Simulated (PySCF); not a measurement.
Record of a relaxation.

Species: C4H5BN2.
SMILES with atom numbers: `[CH:1]#[C:2][B:3]1[N:4]=[CH:5][CH2:6][NH:7]1` (hydrogens: H8 on C1; H9 on C5; H10, H11 on C6; H12 on N7)

Method: PBE0-D3(BJ)/def2-SVP geometry optimisation, gas phase in PySCF; density fitting, grid level 1; the optimiser is geomeTRIC in internal coordinates, started from a GFN2-xTB structure with every atom displaced at random (about 0.01 Å). The frame can shift and turn from step to step; on so coarse a grid that alone can change the energy by a few meV, and forces under 0.02 eV/Å are noise.

Step 0: E = -7870.0841 eV, largest atomic force 2.901 eV/Å
```
atom  x, y, z in Å  |  force x, y, z in eV/Å
C1      3.304   -0.083    0.550   -2.854   0.314  -0.413
C2      2.091    0.035    0.376    1.708  -0.266   0.253
B3      0.586    0.165    0.158    0.984   0.378   0.024
N4     -0.087    1.389   -0.277   -1.711   0.215  -0.337
C5     -1.345    1.073   -0.337    1.672   0.044   0.416
C6     -1.671   -0.341    0.049    0.924  -0.022   0.377
N7     -0.337   -0.843    0.349   -1.496  -0.649   0.000
H8      4.337   -0.134    0.687    1.384  -0.124   0.197
H9     -2.115    1.784   -0.601   -0.492   0.435  -0.257
H10    -2.341   -0.391    0.927   -0.074   0.079  -0.052
H11    -2.149   -0.885   -0.771   -0.234  -0.176  -0.287
H12    -0.232   -1.796    0.648    0.190  -0.228   0.081
```

Step 1: E = -7870.1359 eV, largest atomic force 0.869 eV/Å
```
atom  x, y, z in Å  |  force x, y, z in eV/Å
C1      3.305    0.165    0.491    0.763  -0.387   0.148
C2      2.111   -0.012    0.367   -0.487   0.348  -0.112
B3      0.597    0.084    0.164   -0.042   0.030  -0.024
N4     -0.094    1.328   -0.276   -0.072  -0.149   0.030
C5     -1.332    1.019   -0.311    0.027   0.084   0.048
C6     -1.668   -0.397    0.073    0.035  -0.074  -0.039
N7     -0.363   -0.928    0.362    0.012   0.073  -0.013
H8      4.378    0.200    0.620   -0.242   0.109  -0.042
H9     -2.121    1.740   -0.584    0.011  -0.065  -0.028
H10    -2.353   -0.419    0.943   -0.011  -0.002  -0.020
H11    -2.180   -0.925   -0.757   -0.005   0.044   0.051
H12    -0.243   -1.884    0.663    0.011  -0.010   0.000
```

Step 2: E = -7870.1568 eV, largest atomic force 0.475 eV/Å
```
atom  x, y, z in Å  |  force x, y, z in eV/Å
C1      3.318    0.123    0.499   -0.124  -0.368   0.038
C2      2.111    0.017    0.365    0.114   0.457  -0.059
B3      0.598    0.132    0.161   -0.164  -0.070  -0.022
N4     -0.128    1.355   -0.278    0.041   0.017   0.011
C5     -1.359    1.021   -0.310    0.048   0.045  -0.009
C6     -1.663   -0.401    0.074    0.079   0.003   0.002
N7     -0.345   -0.894    0.361   -0.009  -0.151   0.052
H8      4.385    0.127    0.631   -0.002   0.080  -0.011
H9     -2.166    1.716   -0.595    0.009  -0.003  -0.009
H10    -2.348   -0.439    0.943   -0.001  -0.006   0.003
H11    -2.164   -0.939   -0.754   -0.008   0.007   0.002
H12    -0.202   -1.847    0.660    0.018  -0.011   0.002
```

Step 3: E = -7870.1770 eV, largest atomic force 0.689 eV/Å
```
atom  x, y, z in Å  |  force x, y, z in eV/Å
C1      3.313    0.075    0.503   -0.672  -0.138  -0.056
C2      2.101    0.079    0.356    0.473   0.242   0.026
B3      0.586    0.185    0.161    0.079  -0.140   0.031
N4     -0.162    1.390   -0.275    0.148   0.061   0.004
C5     -1.382    1.024   -0.309   -0.073  -0.138  -0.022
C6     -1.646   -0.407    0.076   -0.091   0.004   0.037
N7     -0.322   -0.872    0.367   -0.013   0.044  -0.012
H8      4.374    0.042    0.637    0.220   0.020   0.019
H9     -2.205    1.690   -0.612   -0.032   0.043   0.017
H10    -2.336   -0.461    0.941   -0.008   0.000   0.017
H11    -2.136   -0.951   -0.752   -0.021  -0.033  -0.048
H12    -0.149   -1.823    0.663   -0.007   0.035  -0.012
```

Step 4: E = -7870.1837 eV, largest atomic force 0.137 eV/Å
```
atom  x, y, z in Å  |  force x, y, z in eV/Å
C1      3.307    0.047    0.508   -0.105  -0.001  -0.008
C2      2.103    0.125    0.351    0.020   0.058   0.000
B3      0.587    0.218    0.157    0.032  -0.130   0.030
N4     -0.180    1.408   -0.280   -0.050   0.019  -0.015
C5     -1.395    1.019   -0.311   -0.073   0.042  -0.043
C6     -1.643   -0.414    0.078    0.048   0.070   0.008
N7     -0.308   -0.851    0.364    0.015  -0.074   0.022
H8      4.370   -0.013    0.646    0.079  -0.006   0.006
H9     -2.230    1.673   -0.612   -0.006   0.034   0.014
H10    -2.330   -0.477    0.944    0.016   0.012   0.005
H11    -2.129   -0.967   -0.749    0.018  -0.018  -0.020
H12    -0.117   -1.797    0.660    0.005  -0.006   0.003
```

Step 5: E = -7870.1846 eV, largest atomic force 0.113 eV/Å
```
atom  x, y, z in Å  |  force x, y, z in eV/Å
C1      3.307    0.050    0.509    0.052   0.006   0.008
C2      2.104    0.131    0.350   -0.048   0.009  -0.005
B3      0.587    0.212    0.155    0.008  -0.028   0.002
N4     -0.182    1.403   -0.283   -0.034   0.061  -0.021
C5     -1.399    1.021   -0.314    0.090  -0.063   0.026
C6     -1.641   -0.413    0.077   -0.055  -0.005  -0.005
N7     -0.306   -0.857    0.363   -0.016   0.042  -0.014
H8      4.372   -0.008    0.647   -0.015  -0.001  -0.004
H9     -2.234    1.679   -0.608    0.015  -0.002   0.009
H10    -2.325   -0.475    0.946    0.003  -0.003   0.001
H11    -2.127   -0.968   -0.749    0.011  -0.010   0.004
H12    -0.117   -1.802    0.661   -0.010  -0.006   0.001
```

Step 6: E = -7870.1849 eV, largest atomic force 0.021 eV/Å
```
atom  x, y, z in Å  |  force x, y, z in eV/Å
C1      3.308    0.057    0.508   -0.006  -0.001   0.000
C2      2.103    0.130    0.350    0.014  -0.004   0.003
B3      0.587    0.208    0.154    0.018  -0.010   0.004
N4     -0.179    1.401   -0.284   -0.003  -0.002   0.000
C5     -1.395    1.018   -0.314   -0.011   0.001  -0.002
C6     -1.643   -0.414    0.077   -0.013  -0.002  -0.004
N7     -0.309   -0.860    0.363    0.015   0.015  -0.002
H8      4.373    0.002    0.646   -0.011   0.003  -0.003
H9     -2.228    1.680   -0.605   -0.003  -0.002   0.001
H10    -2.327   -0.474    0.946   -0.001   0.000  -0.001
H11    -2.129   -0.970   -0.749    0.003   0.001   0.003
H12    -0.123   -1.806    0.662   -0.002   0.000  -0.001
```

Task: Summarise the path.

Result: The energy falls by 0.1009 eV from step 0 to step 6; nine tenths of that is first reached at step 3. It falls at every step. The largest force goes from 2.901 to 0.021 eV/Å. Among the bonds C1–H8 changes most, from 1.044 to 1.075 Å; the atoms move by 0.026 Å rms after alignment.

The cost below is that of the whole optimisation. On one thread, Arm Neoverse V2 (aarch64), no GPU, shared host with 192 logical CPUs at a one-minute load of 36, this took 34 s wall and 0.51 GiB of memory at its peak.
